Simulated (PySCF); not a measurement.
# Polarisability and C₆ of O (oxygen, neutral)

[He] 2s2 2p4, high-spin 3P determinant. Calculation: PySCF 2.14, in aug-cc-pVTZ-DK (5s4p3d2f, 46 functions); scalar relativity by spin-free X2C-1e. Coupled (time-dependent) response in atomic units; α is the mean over directions.

| method | mean α (bohr³) | α xx, yy, zz | C₆ (like pair) | S(−4) |
| --- | --- | --- | --- | --- |
| UHF | 4.602 | 4.408, 4.991, 4.408 | 13.53 | 9.101 |
| PBE | 5.457 | 5.047, 6.277, 5.047 | 16.77 | 15.05 |
| PBE0 | 5.130 | 4.808, 5.774, 4.808 | 15.55 | 12.39 |
| r2SCAN0 | 5.038 | 4.760, 5.595, 4.760 | 15.46 | 11.19 |
| M06 | 5.376 | 5.036, 6.056, 5.036 | 16.19 | 14.71 |

S(−4) is the Cauchy moment in α(ω) = α(0) + S(−4) ω² + …

Reference α: 5.3 ± 0.2 bohr³ (recommended; Schwerdtfeger and Nagle, table of static dipole polarizabilities (2023 update)). Published C₆: 15.60 (Chu and Dalgarno (2004); Tang, Norbeck and Certain (1976)).

α(iu) at UHF:

```csv
u (hartree),α(iu) (bohr³)
0,4.602
0.0500,4.580
0.100,4.514
0.200,4.279
0.300,3.961
0.500,3.271
0.750,2.524
1.00,1.961
1.50,1.248
2.00,0.8541
3.00,0.4677
5.00,0.2010
```

A single London oscillator, α(iu) = α/(1 + u²/ω²), gives C₆ = (3/4) ω α². Matching the computed C₆ needs ω = 4 × 13.53 / (3 × 4.602²) = 0.852 hartree.

The components differ because the open shell of this determinant is not spherical; for a pure term their mean is the scalar polarisability.
